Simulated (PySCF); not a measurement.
CF, SMILES [C]F (connectivity only; charge and spin as stated), charge +1, multiplicity 1.

The structure is a stationary point at PBE0-D3(BJ)/def2-TZVPD.

Two levels are set side by side: PBE/def2-TZVPD (PySCF) and r2SCAN/def2-TZVPD (PySCF). Same geometry, gas phase. Differences are taken from unrounded values.

| quantity | PBE |
|---|---|
| orbital gap (eV) | 6.19 |
| highest occupied level (eV) | -20.11 |
| lowest empty level (eV) | -13.92 |
| mean polarisability (bohr³) | 8.5 |

Task: These are the PBE values. What does r2SCAN give? (The exact figures need the calculation; the answer reports its results.)

Result: 
| quantity | r2SCAN | PBE minus r2SCAN |
|---|---|---|
| orbital gap (eV) | 6.99 | -0.80 |
| highest occupied level (eV) | -20.59 | 0.48 |
| lowest empty level (eV) | -13.60 | -0.33 |
| mean polarisability (bohr³) | 8.3 | 0.2 |

Rough cost on one machine, each run with all the roots and properties that it gave: r2SCAN against PBE about 5 times.
